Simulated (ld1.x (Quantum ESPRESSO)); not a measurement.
# Before and after: TM semilocal potential for neodymium

Nd, norm-conserving Troullier–Martins (semilocal form), made with ld1.x (Quantum ESPRESSO) 7.5 (PBEsol, scalar-relativistic). Core [Kr] 4d10, reference 4f4 5s2 5p6 5d1 6s1 6p0. Waves: 5p (bound): rc 2.20 bohr; 5d (bound): rc 4.15 bohr; 4f (bound): rc 1.05 bohr; 5s (bound): rc 1.70 bohr. Local part: the s channel. Core correction: none.

Occupied shells without a wave of their own: 6s. They enter only through the test configuration that unscreens the potential.

All-electron outer shells of the reference configuration (PBEsol, scalar-relativistic, ld1.x):

```csv
shell,level (eV),outermost node (bohr),outermost maximum (bohr)
4p,-224.66,0.32,0.59
4d,-115.51,0.29,0.62
5s,-39.30,0.72,1.32
5p,-20.99,0.77,1.50
6s,-3.10,1.78,3.88
5d,-1.29,0.88,2.29
6p,-1.02,2.16,5.30
4f,-0.71,–,0.67
```

Change: wave 5s (bound): rc 1.70 bohr becomes 5s (bound): rc 2.14 bohr.

Cutoffs: the cutoffs (Ry, on a coarse ladder) from which the occupation-weighted sum of valence levels, in a spherical-Bessel basis at the reference potential, stays within 10 and 1 mRy of its value at 400 Ry; they do not see the model core or the augmentation charge, which bear on the density cutoff. Errors are all-electron minus pseudo energies relative to the spin-unpolarised reference configuration.

**Question.** How do hardness, ghosts and transferability respond?

**Answer.** The potential gets neither clearly harder nor softer (260 Ry and 300 Ry → 260 Ry and 300 Ry); the f channel sets the loose cutoff, while the largest relative change is in s, which becomes softer; the miss of the reference levels goes from 0.07 to 0.38 eV; of the 7 tests that both files solve, the error grows in 6 and shrinks in 0 by more than 15 % and 0.3 meV (median size 118.1 → 772.9 meV); neither file shows a bound ghost at the reference potential, the only one tested. More of the atom is replaced by a form fitted at one configuration, so other configurations suffer. A semilocal file is local in each channel, so a ghost entry of none says nothing of the separable form that plane-wave codes build from it.

```csv
quantity,base,changed
"cutoff, loose",260 Ry,260 Ry
"cutoff, tight",300 Ry,300 Ry
loose cutoff by channel (10 mRy a level),"p 15 Ry, d 8 Ry, f 230 Ry, s 40 Ry","p 15 Ry, d 8 Ry, f 230 Ry, s 18 Ry"
bound ghosts,none,none
"largest miss of a reference level, eV",0.07,0.38
"error for 4f4 5s2 5p6 5d0 6s2 6p0, meV [ΔE -1.71 eV]",+82,+424
"error for 4f4 5s2 5p6 5d0 6s1 6p0, meV [ΔE 4.10 eV]",+12,+11
"error for 4f4 5s2 5p6 5d0 6s0 6p0, meV [ΔE 14.79 eV]",-118,-773
"error for 4f4 5s2 5p6 5d0 6s0 6p1, meV [ΔE 7.07 eV]",-6082,-7965
"error for 4f3 5s2 5p6 5d0 6s0 6p0, meV [ΔE 37.28 eV]",+3.7,-1073
"error for 4f4 5s2 5p5 5d0 6s2 6p0, meV [ΔE 25.14 eV]",+184,+850
"error for 4f5 5s2 5p6 5d0 6s0 6p0, meV [ΔE 6.59 eV]",-162,-469
s: phases at 4.48 bohr within 0.05 rad from the reference energy up to (Ry; the scan ends near 5),-0.3,-0.5
p: phases at 4.48 bohr within 0.05 rad from the reference energy up to (Ry; the scan ends near 5),0.0,0.0
d: phases at 4.48 bohr within 0.05 rad from the reference energy up to (Ry; the scan ends near 5),0.6,0.6
f: phases at 4.48 bohr within 0.05 rad from the reference energy up to (Ry; the scan ends near 5),n/a,n/a
```

Base: These tests converged, but a pseudo level misses the all-electron one widely, so the file describes the atom poorly there or has found another state: 4f4 5s2 5p6 5d0 6s0 6p0: empty 6p by 6.6 eV; 4f4 5s2 5p6 5d0 6s0 6p1: 5s by 5.8 eV; 4f4 5s2 5p5 5d0 6s2 6p0: empty 6p by 4.3 eV. The 6s level has no wave, so the channel is fitted at the deeper level alone: the likely source of the large errors. Changed file: These tests converged, but a pseudo level misses the all-electron one widely, so the file describes the atom poorly there or has found another state: 4f4 5s2 5p6 5d0 6s0 6p0: empty 6p by 6.6 eV; 4f4 5s2 5p6 5d0 6s0 6p1: 5s by 6.2 eV; 4f3 5s2 5p6 5d0 6s0 6p0: empty 6p by 7.8 eV. The 6s level has no wave, so the channel is fitted at the deeper level alone: the likely source of the large errors.
